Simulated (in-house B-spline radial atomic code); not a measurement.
Co⁴⁺. Computed with a B-spline radial atomic code. Model: all-electron spherical atom, spin shells full or empty, radial basis limit, no spin-orbit coupling: exact exchange with a local potential (Slater, KLI or optimised effective potential, whose far tail is KLI's), no correlation.

Exchange potential has not reached -1/r at the last radius.

The run also made RPA and GW results, which its time includes.

The Slater potential averages the orbital exchange potentials with the orbital densities as weights, KLI adds orbital constants, and the optimised effective potential minimises the exact-exchange energy among local potentials. So their energies lie above Hartree-Fock in the order OEP, KLI, Slater. All fall off as −1/r, unlike LDA and GGA exchange.

Command:
```bash
python run_gw.py task.json out
```
Settings (nuclear radius in fm, other lengths in bohr, energies in hartree):
```
Z                      27
electrons              23
configuration          [Ar] 3d5
hamiltonian            x2c
method                 oep
lmax                   9
rms_radius             3.7875
spin_polarised         True
box_radius             11.96
intervals              101
```

Cost of the run: 11 s on 1 thread of Arm Neoverse N1 (shared host).

Given: hamiltonian one-electron scalar X2C; mean-field start exchange-only OEP.

Computed: energy above Hartree-Fock 6.3671 millihartree.

```
radius (bohr)  r times exchange potential up (hartree bohr)  r times exchange potential down (hartree bohr)
      0.00185                                     -0.042033                                        -0.04233
      0.00226                                     -0.051293                                       -0.051656
      0.00277                                             ?                                               ?
      0.00338                                     -0.076408                                        -0.07695
      0.00414                                     -0.093262                                       -0.093925
      0.00506                                      -0.11341                                        -0.11423
      0.00618                                      -0.13753                                        -0.13852
      0.00755                                      -0.16634                                        -0.16754
      0.00924                                      -0.20068                                        -0.20215
       0.0113                                       -0.2406                                         -0.2424
       0.0138                                      -0.28597                                        -0.28816
       0.0169                                      -0.33731                                        -0.33999
       0.0206                                      -0.39132                                        -0.39457
       0.0252                                      -0.44749                                        -0.45146
       0.0308                                      -0.50012                                        -0.50498
       0.0377                                      -0.54279                                        -0.54872
       0.0461                                      -0.56504                                        -0.57236
       0.0563                                      -0.55594                                        -0.56521
       0.0688                                      -0.51786                                         -0.5298
       0.0841                                      -0.50323                                        -0.51859
        0.103                                      -0.59087                                         -0.6097
        0.126                                      -0.74606                                        -0.76725
        0.154                                      -0.88628                                        -0.90994
        0.188                                      -0.98299                                         -1.0112
         0.23                                       -1.0185                                         -1.0551
        0.281                                      -0.95782                                          -1.007
        0.343                                      -0.83411                                        -0.81418
         0.42                                      -0.94343                                        -0.70262
        0.513                                       -1.2416                                         -1.0068
        0.627                                             ?                                               ?
        0.767                                        -1.608                                         -1.3414
        0.937                                       -1.6352                                         -1.3792
         1.15                                       -1.5515                                         -1.3467
          1.4                                       -1.4107                                         -1.2766
         1.71                                       -1.2672                                         -1.1999
         2.09                                       -1.1612                                         -1.1367
         2.56                                       -1.0948                                         -1.0865
```

Q: What belongs in the row 0.00277?

A: r times exchange potential up (hartree bohr): -0.062766; r times exchange potential down (hartree bohr): -0.063211.

Q: What belongs in the row 0.627?

A: r times exchange potential up (hartree bohr): -1.4699; r times exchange potential down (hartree bohr): -1.2277.

```json
{"occupied": "1s up", "level (hartree)": "-281.5", "Hartree-Fock level (hartree)": "-288.07"}
{"occupied": "1s down", "level (hartree)": "-281.67", "Hartree-Fock level (hartree)": "-288.07"}
{"occupied": "2s up", "level (hartree)": "-35.811", "Hartree-Fock level (hartree)": "-37.893"}
{"occupied": "2s down", "level (hartree)": "-35.86", "Hartree-Fock level (hartree)": "-37.695"}
{"occupied": "2p up", "level (hartree)": "?", "Hartree-Fock level (hartree)": "?"}
{"occupied": "2p down", "level (hartree)": "-31.1", "Hartree-Fock level (hartree)": "-32.463"}
{"occupied": "3s up", "level (hartree)": "-6.5694", "Hartree-Fock level (hartree)": "-7.0815"}
{"occupied": "3s down", "level (hartree)": "-6.2678", "Hartree-Fock level (hartree)": "-6.5675"}
{"occupied": "3p up", "level (hartree)": "?", "Hartree-Fock level (hartree)": "?"}
{"occupied": "3p down", "level (hartree)": "-4.8898", "Hartree-Fock level (hartree)": "-4.8896"}
{"occupied": "3d up", "level (hartree)": "-2.9747", "Hartree-Fock level (hartree)": "-2.9746"}
```

Q: What belongs in the row 2p up?

A: level (hartree): -31.018; Hartree-Fock level (hartree): -32.658.

Q: What belongs in the row 3p up?

A: level (hartree): -5.1826; Hartree-Fock level (hartree): -5.5084.

```tsv
empty	level (hartree)
3d down	-2.7045
4s up	-2.0383
4s down	-1.9813
4p up	?
4p down	-1.6426
4d up	-1.1817
4d down	-1.149
5s up	?
5s down	-0.99604
```

Q: What belongs in the row 4p up?

A: level (hartree): -1.6881.

Q: What belongs in the row 5s up?

A: level (hartree): -1.0138.

The highest level, 3d up, differs from Hartree-Fock by -0.0016 eV and the deepest, 1s down, by +174 eV: a local potential can match the highest level but can't give each shell its own exchange.
